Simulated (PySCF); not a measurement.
PySCF 2.14 output of an unrestricted LDA calculation on a single atom or ion in aug-cc-pwCVTZ-PP with ECP60MDF (8s8p7d4f3g, 122 functions), with scalar relativity through the core potential:

```
SCF conv_tol = 1e-09
number electrons alpha = 7  beta = 4
    P. A. M. Dirac.,  Math. Proc. Cambridge Philos. Soc. 26, 376 (1930)
    F. Bloch.,  Z. Phys. 57, 545 (1929)
    S. H. Vosko, L. Wilk, and M. Nusair.,  Can. J. Phys. 58, 1200 (1980)
cycle= 1 E= -56.2935603619135  delta_E= -0.00398  |g|= 0.0153  |ddm|= 0.126
cycle= 2 E= -56.2936312027125  delta_E= -7.08e-05  |g|= 0.00909  |ddm|= 0.0237
cycle= 3 E= -56.293660840636  delta_E= -2.96e-05  |g|= 0.00017  |ddm|= 0.00824
cycle= 4 E= -56.2936608536518  delta_E= -1.3e-08  |g|= 2.84e-05  |ddm|= 0.000297
cycle= 5 E= -56.293660853994  delta_E= -3.42e-10  |g|= 9.48e-08  |ddm|= 2.96e-05
converged SCF energy = -56.293660853994  <S^2> = 3.7503576  2S+1 = 4.0001788
```

The run itself started from symmetry-adapted Hartree-Fock orbitals and held the occupation by maximum overlap, on a logarithmic radial grid, so the iterations belong to that start.

Question: Which element, charge and spin multiplicity is this?

Answer: Ta(2+) (tantalum, charge +2), multiplicity 4; the state was [Xe] 4f14 5d3, high-spin 4F determinant.

Energies and moments cover only the electrons outside the core potential. Spin-orbit coupling, absent here, splits the open shell strongly.
